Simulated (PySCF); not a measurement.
**Correlation energy of F⁷⁺ (fluorine, charge +7)**

1s2, closed-shell 1S. All numbers are calculated (PySCF 2.14, scalar relativity by spin-free X2C-1e, in an even-tempered Gaussian basis (17 s from 2.9 bohr⁻², ratio 2.2; 7 p from 4.5 bohr⁻², ratio 2.4; 4 d from 14 bohr⁻², ratio 2.4; 3 f from 20 bohr⁻², ratio 2.4; 3 g from 31 bohr⁻², ratio 2.4)). Frozen: nothing; 2 electrons correlated; the 13 highest virtual orbitals of each spin left out.

With two correlated electrons CCSD is exact within the correlated space (frozen core and kept virtual orbitals).

```csv
level,correlation energy (mhartree)
CCSD,-45.29
```

Diagnostics: T1 = 3.2e-05, D1 = 0.0000, largest double amplitude 0.004.

Cost of the coupled-cluster step: roughly 5 core-seconds, for 2 correlated electrons.

Iterations:

```
CC2 = 0
CCSD nocc = 1, nmo = 93
frozen orbitals [93, 94, 95, 96, 97, 98, 99, 100, 101, 102, 103, 104, 105]
max_cycle = 100
direct = 0
conv_tol = 1e-08
conv_tol_normt = 1e-06
diis_space = 8
diis_start_cycle = 0
Init t2, MP2 energy = -75.6047236874755  E_corr(MP2) -0.0440096575387206
Init E_corr(CCSD) = -0.0440096575387265
cycle = 1  E_corr(CCSD) = -0.0452174386671155  dE = -0.00120778113  norm(t1,t2) = 0.000623303
cycle = 2  E_corr(CCSD) = -0.0452874454007698  dE = -7.00067337e-05  norm(t1,t2) = 3.90396e-05
cycle = 3  E_corr(CCSD) = -0.0452916596329882  dE = -4.21423222e-06  norm(t1,t2) = 2.69257e-06
cycle = 4  E_corr(CCSD) = -0.0452916322971808  dE = 2.73358074e-08  norm(t1,t2) = 5.35585e-08
cycle = 5  E_corr(CCSD) = -0.045291632211811  dE = 8.53697738e-11  norm(t1,t2) = 5.89985e-10
CCSD converged
E(CCSD) = -75.60600566214862  E_corr = -0.045291632211811
```
